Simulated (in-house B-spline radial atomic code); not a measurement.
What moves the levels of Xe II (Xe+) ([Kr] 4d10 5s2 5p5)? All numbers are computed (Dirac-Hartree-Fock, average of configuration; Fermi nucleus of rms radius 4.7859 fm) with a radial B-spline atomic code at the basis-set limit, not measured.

Baseline run (computed): total energy -7446.4695 hartree, 1s1/2 at -1277.633 hartree, 5p3/2 at -20.982 eV with <r> = 2.227 bohr.

Scaling the speed of light c (a factor of 100 is close to the non-relativistic limit):

| c/c0 | ΔE (hartree) | 5p3/2 level (eV) | 5p3/2 <r> (bohr) |
| --- | --- | --- | --- |
| 0.9 | -55.643 | -20.8731 | 2.228 |
| 0.98 | -9.6202 | -20.963 | 2.227 |
| 1.02 | 8.9991 | -20.9992 | 2.226 |
| 3 | 192.58 | -21.3531 | 2.222 |
| 100 | 214.84 | -21.3957 | 2.222 |

Changing the nucleus:

```csv
nucleus,ΔE (eV)
Gaussian nucleus of rms radius 4.7859 fm,-0.028
uniform spherical nucleus of rms radius 4.7859 fm,0.00953
Fermi nucleus of rms radius 4.6902 fm,-0.261
Fermi nucleus of rms radius 4.8816 fm,0.266
```

A larger nucleus binds the electrons less, roughly as the density at the nucleus times the change of the nuclear <r²>. At equal rms radius the shape enters only through higher moments.

Q: The nuclear charge is raised by 0.1. What does the Hellmann-Feynman theorem predict for the energy, and what is found?

A: dE/dZ ≈ -Σ<1/r>, which is -335.01 at the start and -335.876 at the end; their mean times 0.1 is -33.544 hartree, and the two runs differ by -33.544 hartree.
